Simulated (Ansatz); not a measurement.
`COB(S)Cl` + HCl → `SB(Cl)Cl` + CH₃OH  (ligand exchange at a B–O bond)

Calculated with Ansatz (gas phase, PBE0-D4/def2-TZVP geometries, no zero-point term in ΔE). CCSD(T)/CBS is the MP2 limit (def2-TZVPP, def2-QZVPP) plus CCSD(T) − MP2 in def2-TZVPP, frozen cores. This one scheme is used for every species. DFT in def2-TZVPP. B3LYP here is the variant with VWN-RPA as its local correlation; programs differ in this. One conformer a species, not always the lowest.

Task: Is it downhill or uphill in electronic energy at CCSD(T)/CBS, and by how much? (An estimate is asked.)

Result: Ansatz gave: Uphill: ΔE = +0.56 eV.

Task: What do these levels give: r2SCAN-D4, PBE0-D4, B3LYP-D4, ωB97X-V, PBE0, B3LYP, SCS-MP2/def2-TZVPP, CCSD(T)/def2-TZVPP, HF/def2-QZVPP, SCS-MP2/def2-QZVPP, MP2/CBS(def2), CCSD/CBS(def2)? (Best estimate.)

Result: The calculation gave: r2SCAN-D4 0.54, PBE0-D4 0.50, B3LYP-D4 0.57, ωB97X-V 0.57, PBE0 0.48, B3LYP 0.55, SCS-MP2/def2-TZVPP 0.56, CCSD(T)/def2-TZVPP 0.58, HF/def2-QZVPP 0.64, SCS-MP2/def2-QZVPP 0.55, MP2/CBS(def2) 0.51, CCSD/CBS(def2) 0.57 eV.

Largest T1 diagnostic among the species: 0.012.

In def2-TZVPP, CCSD(T) changes the Hartree–Fock value by −0.05 eV (the triples alone add −0.01 eV) and MP2 by −0.10 eV.
